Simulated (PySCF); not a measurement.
Se(tBu)(OMe), SMILES CO[Se]C(C)(C)C (GFN2-xTB optimised geometry):

```
19

Se    -1.436    -0.751     0.000
C      0.590    -0.751     0.000
C      0.996    -2.218    -0.035
C      1.049    -0.013    -1.245
C      1.087    -0.067     1.262
H      2.081    -2.299    -0.092
H      0.566    -2.715    -0.903
H      0.658    -2.736     0.861
H      0.727    -0.537    -2.142
H      0.627     0.990    -1.263
H      2.136     0.068    -1.258
H      0.781     0.978     1.275
H      0.699    -0.561     2.151
H      2.176    -0.100     1.298
O     -1.722     1.056     0.000
C     -2.176     1.661     1.184
H     -1.537     1.434     2.042
H     -2.148     2.736     0.995
H     -3.203     1.369     1.421
```

Level of theory: B3LYP/def2-SVP (PySCF).

### Question
What are the frontier orbital energies and the dipole moment?

### Answer
HOMO-2 -8.51 eV, HOMO-1 -7.06 eV, HOMO -5.77 eV, LUMO -0.69 eV, LUMO+1 0.71 eV; dipole moment 1.67 D.

Meta-Löwdin charges at B3LYP/def2-SVP: Se1 0.27, C2 0.03, C3 -0.29, C4 -0.29, C5 -0.29, H6 0.10, H7 0.10, H8 0.10, H9 0.10, H10 0.10, H11 0.09, H12 0.10, H13 0.10, H14 0.09, O15 -0.51, C16 -0.06, H17 0.08, H18 0.11, H19 0.09.
